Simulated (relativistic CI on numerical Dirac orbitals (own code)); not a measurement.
Electric-dipole lines of Mo16+

Calculated at this level of theory: Dirac-Coulomb-Breit CI, orbitals from a KLI potential per configuration, model QED (radiative potential, 1s self-energy scaled to tabulated hydrogen-like ionisation energies), unscaled Slater integrals (own radial code, finite nucleus).

Configuration list (outside the closed core [Ne]): 3s2 3p6 3d8, 3s2 3p5 3d9, 3s2 3p4 3d10, 3s 3p6 3d9, 3p6 3d10, 3s2 3p6 3d7 4s, 3s2 3p6 3d7 4p, 3s 3p5 3d10, 3s2 3p6 3d7 4d, 3s2 3p6 3d6 4s2, 3s2 3p6 3d7 4f, 3s2 3p6 3d6 4s 4p, 3s2 3p5 3d8 4s, 3s2 3p4 3d9 4s, 3s2 3p6 3d7 5s, 3s2 3p6 3d6 4p2, 3s2 3p6 3d7 5p, 3s2 3p5 3d8 4p, 3s2 3p6 3d6 4s 4d, 3s2 3p4 3d9 4p, 3s2 3p6 3d7 5d, 3s2 3p6 3d6 4p 4d, 3s2 3p6 3d7 5f, 3s2 3p4 3d9 4d, 3s2 3p6 3d7 5g, 3s2 3p5 3d8 4d, 3s 3p5 3d9 4s, 3s2 3p5 3d7 4s2, 3s 3p6 3d8 4s, 3s2 3p6 3d7 6s, 3s2 3p6 3d6 4d2, 3s2 3p6 3d7 6p, 3s 3p5 3d9 4p, 3s2 3p5 3d7 4s 4p, 3s2 3p6 3d7 6d, 3s 3p6 3d8 4p. Levels of other configurations are missing.

| λ vac (nm) | Lower | Upper | A (s⁻¹) | gf | Branching (%) |
| --- | --- | --- | --- | --- | --- |
| 3.1540 | 3s2 3p6 3d8 3F_4 [1] | 3s2 3p6 3d7 4f 3G°_5 [387] | 4.04e+11 | 6.62e-01 | 88.9 |
| 4.2438 | 3s2 3p6 3d8 3F_3 [2] | 3s2 3p6 3d7 4p 3G°_4 [116] | 3.05e+11 | 7.40e-01 | 93.4 |
| 4.2449 | 3s2 3p6 3d8 3F_4 [1] | 3s2 3p6 3d7 4p 3G°_5 [97] | 2.85e+11 | 8.46e-01 | 96.7 |
| 4.2783 | 3s2 3p6 3d8 3F_4 [1] | 3s2 3p6 3d7 4p 3F°_4 [85] | 2.89e+11 | 7.14e-01 | 90.4 |
| 4.2978 | 3s2 3p6 3d8 1G_4 [8] | 3s2 3p6 3d7 4p 1G°_4 [138] | 6.63e+11 | 1.65e+00 | 97.3 |
| 6.7119 | 3s2 3p6 3d8 1G_4 [8] | 3s2 3p5 3d9 1F°_3 [20] | 8.39e+11 | 3.97e+00 | 93.1 |
| 6.8026 | 3s2 3p6 3d8 3F_3 [2] | 3s2 3p5 3d9 3P°_2 [19] | 2.33e+11 | 8.10e-01 | 42.8 |
| 7.1781 | 3s2 3p6 3d8 3F_4 [1] | 3s2 3p5 3d9 3D°_3 [16] | 3.16e+11 | 1.71e+00 | 59.0 |
| 7.2078 | 3s2 3p6 3d8 3F_2 [3] | 3s2 3p5 3d9 3D°_1 [17] | 4.18e+11 | 9.78e-01 | 76.6 |
| 7.3044 | 3s2 3p6 3d8 3F_3 [2] | 3s2 3p5 3d9 3D°_3 [16] | 1.16e+11 | 6.50e-01 | 21.6 |
| 7.4653 | 3s2 3p6 3d8 3F_3 [2] | 3s2 3p5 3d9 3D°_2 [13] | 2.66e+11 | 1.11e+00 | 65.8 |
| 7.5389 | 3s2 3p6 3d8 3F_4 [1] | 3s2 3p5 3d9 3F°_3 [12] | 1.82e+11 | 1.08e+00 | 70.2 |
| 7.5846 | 3s2 3p5 3d9 1F°_3 [20] | 3s2 3p4 3d10 1D_2 [320] | 9.28e+11 | 4.00e+00 | 78.0 |
| 7.6989 | 3s2 3p5 3d9 3D°_3 [16] | 3s2 3p4 3d10 3P_2 [174] | 5.28e+11 | 2.35e+00 | 53.3 |
| 7.8495 | 3s2 3p6 3d8 3F_4 [1] | 3s2 3p5 3d9 3F°_4 [10] | 1.36e+11 | 1.13e+00 | 92.9 |
| 7.8752 | 3s2 3p6 3d8 3F_2 [3] | 3s2 3p5 3d9 1D°_2 [11] | 1.65e+11 | 7.66e-01 | 68.8 |
| 24.126 | 3s2 3p6 3d7 4p 5G°_6 [73] | 3s2 3p6 3d7 4d 5H_7 [181] | 4.81e+10 | 6.30e+00 | 100.0 |
| 33.875 | 3s2 3p6 3d7 4s 5F_5 [22] | 3s2 3p6 3d7 4p 5G°_6 [73] | 1.34e+10 | 3.00e+00 | 100.0 |
| 34.463 | 3s2 3p6 3d7 4s 3G_5 [33] | 3s2 3p6 3d7 4p 3H°_6 [107] | 1.19e+10 | 2.75e+00 | 94.2 |
| 34.962 | 3s2 3p6 3d7 4s 3H_6 [40] | 3s2 3p6 3d7 4p 3I°_7 [125] | 1.24e+10 | 3.40e+00 | 100.0 |

Terms are leading LS components. Brackets give the number of a level in order of energy, since labels repeat. The list gives strong lines, with weight on those to low levels, without lines whose two gauges differ by over a factor of 2.5, among the lowest 400 of 8589 levels, so that lines to higher ones, which can be the strongest, are missing. Levels whose partners in the same complex of configurations lie outside the list can be far off, and so can their lines. Rates are taken at the computed energies, electric ones in the length gauge.

At this charge energies of transitions that change n are usually good to better than 1 %, and those within a shell (Δn = 0) to a few per cent. Terms inside the open d or f shell come out 10 to 20 % too wide with unscaled integrals.

LS names give the leading component of a level, which can be under half, so a name can repeat, a term be missing and a line seem to break the LS rules.
